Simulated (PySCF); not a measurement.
# Electron correlation in Tc²⁺ (technetium, charge +2)

[Kr] 4d5, high-spin 6S determinant. Calculation: PySCF 2.14, in aug-cc-pwCVDZ-PP with ECP28MDF; scalar relativity through the core potential. Frozen: 4s2 4p6; 5 electrons correlated.

```csv
level,correlation energy (mhartree)
CCSD,-65.11
(T),-0.45
CCSD(T),-65.56
```

Diagnostics: T1 = 0.00066, D1 = 0.0009, largest double amplitude 0.020.

Cost of the coupled-cluster step: roughly 6 core-seconds, for 5 correlated electrons.

Iterations:

```
CC2 = 0
CCSD nocc = (np.int64(5), np.int64(0)), nmo = (66, 66)
frozen orbitals [[0, 1, 2, 3], [0, 1, 2, 3]]
max_cycle = 100
direct = 0
conv_tol = 1e-08
conv_tol_normt = 1e-06
diis_space = 8
diis_start_cycle = 0
Init t2, MP2 energy = -0.0578910341285653
Init E_corr(UCCSD) = -0.0578910341383264
cycle = 1  E_corr(UCCSD) = -0.0642608161359417  dE = -0.006369782  norm(t1,t2) = 0.0150857
cycle = 2  E_corr(UCCSD) = -0.0649926584893022  dE = -0.000731842353  norm(t1,t2) = 0.002425
cycle = 3  E_corr(UCCSD) = -0.0651161228397815  dE = -0.00012346435  norm(t1,t2) = 0.000668771
cycle = 4  E_corr(UCCSD) = -0.0651075450047191  dE = 8.57783506e-06  norm(t1,t2) = 0.000111938
cycle = 5  E_corr(UCCSD) = -0.0651075642699923  dE = -1.92652732e-08  norm(t1,t2) = 6.68665e-06
cycle = 6  E_corr(UCCSD) = -0.0651075708687738  dE = -6.59878149e-09  norm(t1,t2) = 5.45556e-07
UCCSD converged
E(UCCSD) = -79.18667012066803  E_corr = -0.06510757086877381
UCCSD(T) correction = -0.000450068242101502
```
